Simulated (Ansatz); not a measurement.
Relaxation of CH₇FO₂Si₂ (13 atoms, charge 0, multiplicity 1), to a largest force component of 0.02 eV/Å in at most 40 steps.

Level of theory: RKS PBE-D4/STO-3G in Ansatz.

```xyz
13
Properties=species:S:1:pos:R:3
O -0.911 -0.594 -1.919
C -0.156 -0.152 -0.809
O -0.663 -0.937 0.276
Si 0.509 -1.423 1.467
Si -0.049 1.774 -0.559
F 0.974 2.073 0.664
H -1.851 -0.457 -1.616
H 0.906 -0.434 -1.086
H -0.116 -2.603 2.206
H 0.616 -0.331 2.467
H 1.728 -1.768 0.870
H 0.472 2.469 -1.749
H -1.440 2.347 -0.197
```

Question: Where does it end, and by what steps?

Answer: The forces met the threshold. Limits of this set-up: minimal basis. After 10 steps the energy has fallen by 0.500 eV; H10 moved furthest, 0.42 Å.

| step | energy less start (eV) | largest force component (eV/Å) | accepted |
| --- | --- | --- | --- |
| 0 | 0.0000 | 3.013 | yes |
| 1 | -0.4321 | 0.805 | yes |
| 2 | -0.4764 | 0.326 | yes |
| 3 | -0.4853 | 0.135 | yes |
| 4 | -0.4903 | 0.107 | yes |
| 5 | -0.4946 | 0.112 | yes |
| 6 | -0.4973 | 0.102 | yes |
| 7 | -0.4985 | 0.066 | yes |
| 8 | -0.4992 | 0.041 | yes |
| 9 | -0.4994 | 0.021 | yes |
| 10 | -0.4995 | 0.011 | yes |

```xyz
13
Properties=species:S:1:pos:R:3
O -0.918 -0.460 -2.063
C -0.105 -0.222 -0.856
O -0.674 -1.087 0.205
Si 0.492 -1.370 1.460
Si -0.079 1.697 -0.432
F 0.860 2.068 0.884
H -1.870 -0.269 -1.690
H 0.929 -0.552 -1.166
H -0.148 -2.299 2.378
H 0.838 -0.135 2.164
H 1.726 -1.942 0.924
H 0.429 2.413 -1.606
H -1.460 2.123 -0.189
```

Whether the end is a true minimum wasn't checked by a vibrational analysis.

Time of the run: 17 s on 1 thread of Intel(R) Xeon(R) 6975P-C (Granite Rapids), on a shared host, peak memory 0.16 GiB.
